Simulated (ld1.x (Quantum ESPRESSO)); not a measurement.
## Before and after: TM potential for tellurium

Te (Z = 52), norm-conserving Troullier–Martins (Kleinman–Bylander form), made with ld1.x (Quantum ESPRESSO) 7.5 (PBE, scalar-relativistic). Core [Kr], reference 4d10 5s2 5p3 (charge +1). Waves: 5s (bound): rc 1.35 bohr; 5p (bound): rc 2.20 bohr; 4d (bound): rc 1.25 bohr. Local part: all-electron potential smoothed inside 1.75 bohr (lloc = -2). Core correction: a·sin(br)/r model core inside 1.15 bohr.

Change: wave 5p (bound): rc 2.20 bohr becomes 5p (bound): rc 1.60 bohr.

Cutoffs: the cutoffs (Ry, on a coarse ladder) from which the occupation-weighted sum of valence levels, in a spherical-Bessel basis at the reference potential, stays within 10 and 1 mRy of its value at 400 Ry; they do not see the model core or the augmentation charge, which bear on the density cutoff. Errors are all-electron minus pseudo energies relative to the spin-unpolarised reference configuration.

Q: Predict the effect on cutoff, ghosts and configuration errors.

A: The potential gets neither clearly harder nor softer (120 Ry and 200 Ry → 120 Ry and 200 Ry); the d channel sets the loose cutoff, while the largest relative change is in p, which becomes harder; of the 7 tests that both files solve, the error grows in 5 and shrinks in 2 by more than 15 % and 0.3 meV (median size 8.2 → 7.5 meV); neither file shows a bound ghost.

| quantity | base | changed |
| --- | --- | --- |
| cutoff, loose | 120 Ry | 120 Ry |
| cutoff, tight | 200 Ry | 200 Ry |
| loose cutoff by channel (10 mRy a level) | s 45 Ry, p 12 Ry, d 90 Ry | s 45 Ry, p 40 Ry, d 90 Ry |
| bound ghosts | none | none |
| error for 4d10 5s2 5p4, meV [ΔE -9.73 eV] | +6.0 | +7.5 |
| error for 4d10 5s2 5p2, meV [ΔE 17.92 eV] | +0.7 | +3.7 |
| error for 4d10 5s2 5p1, meV [ΔE 44.82 eV] | +11 | +22 |
| error for 4d9 5s2 5p4, meV [ΔE 39.53 eV] | -130 | +35 |
| error for 4d10 5s2 5p3.5, meV [ΔE -5.83 eV] | +2.5 | +2.9 |
| error for 4d10 5s1 5p5, meV [ΔE -0.47 eV] | -12 | -2.2 |
| error for 4d10 5s2 5p4.3, meV [ΔE -11.20 eV] | +8.2 | +11 |
